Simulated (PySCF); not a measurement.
tert-butanol (C4H10O), singlet, at a GFN2-xTB geometry, with bond 7-1 at 1.4 times its length; PySCF with CASSCF(6,6)/STO-3G.

The PySCF input:
```python
from pyscf import gto, scf, mcscf, mp
import numpy

mol = gto.Mole()
mol.atom = '''
    C    -0.07779317   -1.37563251   -0.64211986
    C    -0.00868010    0.00183704    0.02847982
    C    -0.51968910    1.07985272   -0.93518759
    C     1.42399412    0.31134538    0.46148646
    O    -0.78577437    0.00390224    1.21750829
    H     0.56736787   -1.40496201   -1.51572691
    H     0.37095216   -2.45119402    0.33746966
    H    -1.09684847   -1.59748936   -0.95643204
    H    -0.51190824    2.04946242   -0.44289927
    H     0.11131488    1.12918985   -1.81818369
    H    -1.53907142    0.85981306   -1.24971666
    H     2.08675530    0.32795690   -0.39866324
    H     1.76498113   -0.44466071    1.16326041
    H     1.45509225    1.27730030    0.95774046
    H    -1.70121803   -0.18835347    0.98701467
'''
mol.basis = 'sto-3g'
mol.verbose = 4
mol.build()

mf = scf.RHF(mol)
mf.kernel()
mc = mcscf.CASSCF(mf, 6, 6)
mc.fix_spin_(ss=0.0)
noons, natorbs = mcscf.addons.make_natural_orbitals(mp.MP2(mf).run())
mc.kernel(natorbs)
occ = numpy.linalg.eigvalsh(mc.fcisolver.make_rdm1(mc.ci, mc.ncas, mc.nelecas))[::-1]
ss = mc.fcisolver.spin_square(mc.ci, mc.ncas, mc.nelecas)[0]
print('natural occupations', occ.round(4), ' <S^2>', round(ss, 4))
```

Predict the main parts of the log of this PySCF run.


```
PySCF version 2.14.0

[INPUT] verbose = 4
[INPUT] num. atoms = 15
[INPUT] num. electrons = 42
[INPUT] charge = 0
[INPUT] spin (= nelec alpha-beta = 2S) = 0
[INPUT] symmetry False subgroup None
[INPUT] Mole.unit = angstrom
[INPUT] Symbol           X                Y                Z      unit          X                Y                Z       unit  Magmom
[...]
nuclear repulsion = 198.413678278314
number of shells = 25
number of NR pGTOs = 105
number of NR cGTOs = 35
basis = sto-3g
ecp = {}

******** <class 'pyscf.scf.hf.RHF'> ********
method = RHF
initial guess = minao
damping factor = 0
level_shift factor = 0
DIIS = <class 'pyscf.scf.diis.CDIIS'>
diis_start_cycle = 1
diis_space = 8
diis_damp = 0
SCF conv_tol = 1e-09
SCF conv_tol_grad = None
SCF max_cycles = 50
direct_scf = True
direct_scf_tol = 1e-13
Set gradient conv threshold to 3.16228e-05
Initial guess from minao.
init E= -229.753007469365
[...]
cycle= 1 E= -229.123952488772  delta_E= 0.629  |g|= 0.463  |ddm|= 4.34
[...]
cycle= 2 E= -229.201925548835  delta_E= -0.078  |g|= 0.119  |ddm|= 0.769
[...]
cycle= 3 E= -229.206430813392  delta_E= -0.00451  |g|= 0.0257  |ddm|= 0.176
[...]
cycle= 4 E= -229.206752244108  delta_E= -0.000321  |g|= 0.00413  |ddm|= 0.0552
[...]
cycle= 5 E= -229.206759910439  delta_E= -7.67e-06  |g|= 0.000813  |ddm|= 0.00806
[...]
cycle= 6 E= -229.206760282776  delta_E= -3.72e-07  |g|= 0.000225  |ddm|= 0.00171
[...]
cycle= 7 E= -229.20676031107  delta_E= -2.83e-08  |g|= 4.12e-05  |ddm|= 0.00049
[...]
cycle= 8 E= -229.206760312195  delta_E= -1.12e-09  |g|= 6.3e-06  |ddm|= 0.000104
[...]
cycle= 9 E= -229.206760312219  delta_E= -2.38e-11  |g|= 1.62e-06  |ddm|= 1.44e-05
[...]
Extra cycle  E= -229.20676031222  delta_E= -7.39e-13  |g|= 6.85e-07  |ddm|= 3.13e-06
converged SCF energy = -229.20676031222

******** <class 'pyscf.mp.mp2.RMP2'> ********
nocc = 21, nmo = 35
E(RMP2) = -229.464606655767  E_corr = -0.257846343547715
E(SCS-RMP2) = -229.491983586288  E_corr = -0.285223274068184
E_corr(same-spin) = -0.0279142363720087
E_corr(oppo-spin) = -0.229932107175706

******** <class 'pyscf.mcscf.mc1step.CASSCF'> ********
CAS (3e+3e, 6o), ncore = 18, nvir = 11
max_cycle_macro = 50
max_cycle_micro = 4
conv_tol = 1e-07
conv_tol_grad = None
orbital rotation max_stepsize = 0.02
orbital rotation threshold for CI restart = 0.01
augmented hessian ah_max_cycle = 30
augmented hessian ah_conv_tol = 1e-12
augmented hessian ah_linear dependence = 1e-14
augmented hessian ah_level shift = 1e-08
[...]
CASCI E = -229.271204077734  S^2 = 0.0000000
[...]
macro iter   1 ( 21 JK    4 micro), CASSCF E = -229.283444641521  dE = -1.22405638e-02  S^2 = 0.0000000
               |grad[o]|=0.0266  |grad[c]|=0.0794  |ddm|=0.014  |maxRot[o]|=0.199
macro iter   2 ( 21 JK    4 micro), CASSCF E = -229.284856218979  dE = -1.41157746e-03  S^2 = 0.0000000
               |grad[o]|=0.0121  |grad[c]|=0.0291  |ddm|=0.00378  |maxRot[o]|=0.0848
macro iter   3 ( 20 JK    4 micro), CASSCF E = -229.285117679083  dE = -2.61460104e-04  S^2 = 0.0000000
               |grad[o]|=0.00674  |grad[c]|=0.011  |ddm|=0.00362  |maxRot[o]|=0.0276
macro iter   4 ( 21 JK    4 micro), CASSCF E = -229.285048868739  dE =  6.88103445e-05  S^2 = 0.0000000
               |grad[o]|=0.00541  |grad[c]|=0.0106  |ddm|=0.00329  |maxRot[o]|=0.012
macro iter   5 ( 17 JK    4 micro), CASSCF E = -229.285647720707  dE = -5.98851969e-04  S^2 = 0.0000000
               |grad[o]|=0.00557  |grad[c]|=0.00512  |ddm|=0.00202  |maxRot[o]|=0.0436
macro iter   6 ( 18 JK    4 micro), CASSCF E = -229.285756987692  dE = -1.09266984e-04  S^2 = 0.0000000
               |grad[o]|=0.00353  |grad[c]|=0.00578  |ddm|=0.00204  |maxRot[o]|=0.011
macro iter   7 ( 14 JK    4 micro), CASSCF E = -229.285877994747  dE = -1.21007055e-04  S^2 = 0.0000000
               |grad[o]|=0.00304  |grad[c]|=0.00397  |ddm|=0.00136  |maxRot[o]|=0.0148
macro iter   8 ( 10 JK    4 micro), CASSCF E = -229.285976144894  dE = -9.81501470e-05  S^2 = 0.0000000
               |grad[o]|=0.00228  |grad[c]|=0.00248  |ddm|=0.000915  |maxRot[o]|=0.0172
macro iter   9 (  6 JK    2 micro), CASSCF E = -229.286024334859  dE = -4.81899653e-05  S^2 = 0.0000000
               |grad[o]|=0.00137  |grad[c]|=0.000622  |ddm|=0.000393  |maxRot[o]|=0.0172
macro iter  10 (  6 JK    2 micro), CASSCF E = -229.286028599321  dE = -4.26446141e-06  S^2 = 0.0000000
               |grad[o]|=0.000397  |grad[c]|=0.000106  |ddm|=0.000137  |maxRot[o]|=0.00613
macro iter  11 (  3 JK    1 micro), CASSCF E = -229.286028661154  dE = -6.18328500e-08  S^2 = 0.0000000
               |grad[o]|=4.97e-05  |grad[c]|=3.81e-05  |ddm|=1.91e-05  |maxRot[o]|=0.000797
1-step CASSCF converged in  11 macro (157 JK  37 micro) steps
CASSCF canonicalization
Density matrix diagonal elements [1.98114762 1.97352446 1.91639671 0.08374033 0.02555438 0.0196365 ]
CASSCF energy = -229.286028661154
CASCI E = -229.286028661154  E(CI) = -9.06925340626125  S^2 = 0.0000000
natural occupations [1.9814 1.9736 1.9162 0.0837 0.0255 0.0196]  <S^2> 0.0
```
